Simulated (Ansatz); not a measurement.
`[CH2][Ga]([CH3])[NH2]` radical, relaxed with UKS PBE0-D4/def2-TZVP in Ansatz 0.2.0 from a GFN2-xTB geometry. The force threshold is 0.005 eV/Å; the program also tests the step.

Total charge 0; spin multiplicity 2.

Start:

```xyz
11

C     1.536   -1.395   -0.214
Ga    0.101   -0.081    0.085
C    -1.027    0.871   -1.297
N    -0.201    0.275    1.847
H     2.091   -1.849    0.599
H     1.850   -1.737   -1.194
H    -2.083    0.619   -1.165
H    -0.929    1.955   -1.189
H    -0.732    0.597   -2.312
H    -0.898    0.905    2.223
H     0.292   -0.160    2.616
```

| step | energy (eV) | largest force (eV/Å) | largest move (Å) |
| --- | --- | --- | --- |
| 1 | -56045.5605 | 0.527 | 0.000 |
| 2 | -56045.6003 | 0.286 | 0.053 |
| 3 | -56045.6054 | 0.107 | 0.022 |
| 4 | -56045.6060 | 0.015 | 0.012 |
| 5 | -56045.6060 | 0.024 | 0.014 |
| 6 | -56045.6061 | 0.002 | 0.005 |

End:

```xyz
11

C     1.504   -1.372   -0.240
Ga    0.100   -0.085    0.095
C    -0.986    0.835   -1.257
N    -0.223    0.290    1.850
H     2.075   -1.853    0.551
H     1.802   -1.687   -1.237
H    -2.041    0.576   -1.138
H    -0.900    1.918   -1.144
H    -0.682    0.570   -2.270
H    -0.922    0.937    2.171
H     0.275   -0.128    2.618
```

Run time 23 s (4 threads of a server CPU on a shared host); peak host memory 0.61 GiB.
